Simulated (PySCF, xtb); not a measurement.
silacyclobutane (C3H8Si), SMILES C1[SiH2]CC1.

xtb with GFN2-xTB at its own geometry gives an orbital gap of 4.82 eV and a dipole moment of 0.32 D.

Geometry: B3LYP-D3(BJ)/def2-SVP.

### Question
What does PySCF with PBE/def2-TZVP give? (The exact figures need the calculation; the answer reports its results.)

### Answer
gap 6.17 eV (levels -6.61 and -0.44 eV), dipole 0.56 D.
